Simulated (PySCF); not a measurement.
**Ar⁺: ionisation energy**

Ar⁺ [Ne] 3s2 3p5 (2P) → Ar²⁺ [Ne] 3s2 3p4 (3P), as a difference of total energies. Calculation: PySCF 2.14, in aug-cc-pV(D+d)Z (5s4p3d, 32 functions); the non-relativistic Hamiltonian (point nucleus). Correlated levels: valence: [Ne] frozen. The calculations carry no spin-orbit coupling.

| method | ionisation energy (eV) |
| --- | --- |
| UHF | 26.397 |
| MN15 | 27.831 |
| MP2 (valence) | 27.141 |
| SCS-MP2 (valence) | 27.109 |
| CCSD (valence) | 27.074 |

Estimate what TPSS gives.

27.611 eV, closest to MN15 among the rows shown.

Estimate what CCSD(T) (valence) gives.

27.089 eV, closest to CCSD (valence) among the rows shown.

The reference lies between the lowest fine-structure levels, while these numbers refer to the centres of the terms.

Errors of the correlated levels include the incompleteness of this basis and the frozen core.

For comparison: 27.630 eV (measured; NIST Atomic Spectra Database, ionization energies).
